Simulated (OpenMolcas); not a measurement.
## Levels of Ga2+ by method

```json
{"Program": "OpenMolcas", "Basis": "ANO-RCC-VQZP [7s6p4d2f1g]", "Scalar Hamiltonian": "DKH2, point nucleus", "Active space": "1 electron in 4 orbitals (4s 4p)", "State averaging": "2S+1 = 2 even, 1 root; 2S+1 = 2 odd, 3 roots", "Spin-orbit coupling": "state interaction with AMFI integrals over the reference wave functions, term energies averaged over their components"}
```

Methods on the same reference wave functions:
A. CASSCF
B. SS-CASPT2, IPEA 0.25 Eh, imaginary shift 0.1 Eh (closed shells correlated: 3d)

Energies in eV above 4s ²S_1/2, the measured ground level; measured values from Shirai, Reader, Kramida and Sugar, J. Phys. Chem. Ref. Data 36, 509 (2007).

```json
{"Level": "4s ²S_1/2", "A": "0.0000", "B": "0.0000", "Measured": "0.0000"}
{"Level": "4p ²P°_1/2", "A": "7.7705", "B": "8.117", "Measured": "8.0800"}
{"Level": "4p ²P°_3/2", "A": "7.9464", "B": "8.293", "Measured": "8.2930"}
```

Deviations, from unrounded energies. A percentage is the sum of absolute deviations over the sum of measured energies, with the sign that they share, or ± where signs differ.

```csv
Against measurement,Levels,A,B
mean absolute deviation (cm-1),2,2600,150
other configurations (%),2,-4.0,±0.2
```

B lies closest to measurement on these levels. The largest miss of B in the table is 4p ²P°_1/2, by +300 cm-1. The ranking rests on the paired levels alone, and a cruder setting can come out closer through cancelling errors.

The lowest spin-free term lies below A's lowest term by 0.422 hartree in B.

With one active electron the reference holds no correlation, so core polarisation is missing (holds for A). With one active electron, CASPT2 adds the correlation within the correlated inactive shells and between them and that electron, and leaves the splitting within a term as the reference gives it (holds for B). Computed and measured levels are paired by configuration, term and J; levels that our copy of the source lacks, or whose pairing is in doubt (as where it misses far off the trend of its configuration), stay unpaired and out of the deviations. Only configurations of the active space appear.

° marks odd parity.
